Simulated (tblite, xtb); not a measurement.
Cl$_{4}$Zr (SMILES [Cl][Zr]([Cl])([Cl])[Cl]), singlet, at a GFN2-xTB geometry (such geometries of metal compounds can be far from the true shape). Base run: GFN1-xTB (xtb).

Geometry (Å):
```xyz
5

Zr     0.0000     0.0000     0.0000
Cl     1.7992    -0.5652    -1.2298
Cl     0.6465     0.4659     2.1057
Cl    -0.9854     1.8128    -0.9009
Cl    -1.4603    -1.7135     0.0250
```
Charge 0, spin multiplicity 1.
All else is at xtb's defaults.
Base energy -18.67065 Eh.

Programs used: tblite, xtb; a row that names a program was run with it.

The base run was repeated with changes; each row names its change, and settings that it needs were set with it.

| change | ΔE vs base (kcal/mol) | HOMO-LUMO gap (eV) | G_solv (kcal/mol) | SCF cycles |
|---|---|---|---|---|
| base | 0.000 | 3.45 | - | 9 |
| gbsa = chcl3 | ___ | ___ | ___ | 9 |
| alpb = chcl3 | ___ | ___ | ___ | 9 |
| file = coord | 0.000 | 3.45 | - | 9 |
| etemp = 10000 | ___ | ___ | - | 8 |
| acc = 1000 | -0.001 | 3.45 | - | 6 |
| program = tblite; method = gfn1; option = (--etemp, 2000) | -0.002 | - | - | - |
| alpb = methanol | -10.26 | 3.53 | -10.48 | 9 |
| acc = 30 | 0.000 | 3.45 | - | 7 |
| program = tblite; method = gfn1 | 0.000 | - | - | - |

Question: Complete the blanks.

Answer: 
- gbsa = chcl3, ΔE vs base (kcal/mol): -8.33
- gbsa = chcl3, HOMO-LUMO gap (eV): 3.52
- gbsa = chcl3, G_solv (kcal/mol): -8.49
- alpb = chcl3, ΔE vs base (kcal/mol): -9.16
- alpb = chcl3, HOMO-LUMO gap (eV): 3.51
- alpb = chcl3, G_solv (kcal/mol): -9.26
- etemp = 10000, ΔE vs base (kcal/mol): -41.40
- etemp = 10000, HOMO-LUMO gap (eV): 4.26

ALPB and GBSA are two models with their own fitted parameters for each solvent, which aren't always the measured dielectric constant.
